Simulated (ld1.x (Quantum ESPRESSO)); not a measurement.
**u(r) = r·R(r): atom against pseudo-atom (P)**

Columns: radius, all-electron u(r) and pseudo u(r) of the 3s shell (level -28.48 eV) of phosphorus in the configuration [Ne] 3s2 3p1.5; PBE, scalar-relativistic, RRKJ scheme, ld1.x (Quantum ESPRESSO) 7.5.

```tsv
r (bohr)	all-electron	pseudo
0.082	0.1744	0.0805
0.165	-0.0918	0.1524
0.248	-0.3112	0.2070
0.330	-0.3976	0.2403
0.413	-0.3728	0.2556
0.495	-0.2754	0.2602
0.578	-0.1370	0.2649
0.660	0.0150	0.2794
0.742	0.1663	0.3120
0.825	0.3088	0.3691
0.908	0.4351	0.4503
0.990	0.5415	0.5429
1.072	0.6293	0.6293
1.155	0.7000	0.7000
1.238	0.7537	0.7537
1.320	0.7912	0.7912
1.402	0.8149	0.8149
1.485	0.8264	0.8264
1.568	0.8271	0.8271
1.650	0.8189	0.8189
1.733	0.8032	0.8032
1.815	0.7817	0.7817
1.898	0.7553	0.7553
1.980	0.7256	0.7256
2.062	0.6934	0.6934
2.145	0.6591	0.6591
```

(1) How many radial nodes do the two functions have?

(2) At about which radius was the pseudo-wave matched?

(3) Is the pseudo-wave norm-conserving?

Answers

(1) The all-electron 3s function has n − l − 1 = 2; the pseudo-wave has 0, since the states of the same l below it are removed with the core.

(2) 1.10 bohr, where the columns begin to agree (steps of 0.08 bohr).

(3) Yes: the RRKJ scheme keeps the norm inside the radius equal to the all-electron one, which fixes the energy derivative of the logarithmic derivative at the level.
